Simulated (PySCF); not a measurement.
ORD: `C[C@@H]1[Se]C[C@@H]1C=O`, C₅H₈OSe

Geometry (Å), atoms numbered from 1 in this order:
```xyz
15

C     1.795    0.216    0.534
C     0.490   -0.539    0.613
Se    0.172   -1.989   -0.744
C    -1.515   -0.986   -0.457
C    -0.803    0.196    0.209
C    -0.517    1.258   -0.814
O    -0.685    2.433   -0.662
H     2.620   -0.430    0.830
H     1.764    1.074    1.206
H     1.986    0.577   -0.474
H     0.367   -1.001    1.596
H    -2.051   -0.756   -1.376
H    -2.160   -1.533    0.228
H    -1.336    0.642    1.054
H    -0.132    0.845   -1.768
```

Method: PySCF 2.14.0, TDDFT B3LYP/def2-SVPD circular dichroism and optical rotation, one conformer, gas phase. Geometry: GFN2-xTB.

The molecule is flexible and this is one conformer; a measurement averages over conformers. The calculation is non-relativistic, which matters for the atoms heavier than Zn. States above about 6.2 eV (minus the energy of the highest occupied orbital) lie near or above the ionisation threshold and depend on the basis.

Stereocentres: C2 S, C5 S.

Task: Give the optical rotatory dispersion at 633, 589.3, 546, 436, 405 nm.

Result: [α] in deg dm⁻¹ (g/mL)⁻¹:
| λ (nm) | origin-invariant length gauge | modified velocity gauge | length gauge (centre of mass) | isotropic polarisability (au) |
| --- | --- | --- | --- | --- |
| 633 | +29.9 | +28.3 | +28.9 | 90.6 |
| 589.3 | +42.5 | +40.5 | +41.3 | 91.0 |
| 546 | +63.1 | +60.7 | +61.8 | 91.6 |
| 436 | +247.4 | +243.3 | +245.5 | 93.8 |
| 405 | +435.8 | +434.0 | +434.2 | 94.9 |

The shortest wavelength is close to the first absorption, where this undamped response comes out too large.

Task: And for the mirror image at 589.3 nm?

Result: -42.5 deg dm⁻¹ (g/mL)⁻¹ (origin-invariant length gauge): the same size and the opposite sign.

Task: What is the molar rotation [Φ] = [α]·M/100 of the geometry above at 589.3 nm?

Result: With M = 163.09 g/mol, +69.3 deg cm² dmol⁻¹ (origin-invariant length gauge).

The first excitation lies at 3.51 eV (353 nm) with R = +0.7 × 10⁻⁴⁰ esu² cm² (velocity form).
